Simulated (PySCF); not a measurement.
MoO2Cl2, SMILES [O]=[Mo](=[O])([Cl])[Cl], multiplicity 1.

The structure is a stationary point at PBE0-D3(BJ)/def2-SVP. The spin state was assumed, not searched. The isomer is the one that the SMILES or the coordinates give; other isomers of the formula were not compared. The def2 effective core potentials stand for the cores of Mo; spin–orbit coupling is left out.

All values below come from PySCF with TDA-B3LYP/def2-SVPD.

Vertical excitations.  State labels are in the subgroup C2v.

Computed UV-visible absorptions:
```tsv
state	symmetry	energy (eV)	λ (nm)	f	main pairs
S1	B2	4.40	282	0.004	HOMO−1→LUMO 88 %
S2	A2	4.44	279	0.000	HOMO−2→LUMO 99 %
S3	B1	4.63	268	0.007	HOMO−1→LUMO+1 56 %, HOMO→LUMO 34 %
S4	B2	4.77	260	0.000	HOMO−3→LUMO 94 %
S5	B1	4.84	256	0.040	HOMO→LUMO 44 %, HOMO−1→LUMO+1 26 %, HOMO−3→LUMO+1 20 %, HOMO−5→LUMO 9 %
S6	A1	4.96	250	0.001	HOMO−4→LUMO 65 %, HOMO−2→LUMO+1 32 %
S7	B2	5.20	239	0.002	HOMO→LUMO+1 92 %
S8	A2	5.26	236	0.000	HOMO−1→LUMO+2 79 %, HOMO−4→LUMO+1 13 %
S9	B1	5.35	232	0.001	HOMO−5→LUMO 59 %, HOMO−3→LUMO+1 31 %
S10	A2	5.39	230	0.000	HOMO−4→LUMO+1 85 %
T1	B2	3.93	316	0	HOMO−1→LUMO 87 %
T2	B1	4.15	299	0	HOMO→LUMO 89 %
T3	A2	4.26	291	0	HOMO−2→LUMO 98 %
T4	B1	4.33	286	0	HOMO−1→LUMO+1 71 %, HOMO−3→LUMO+1 17 %
```
Triplets are in the Tamm–Dancoff approximation.
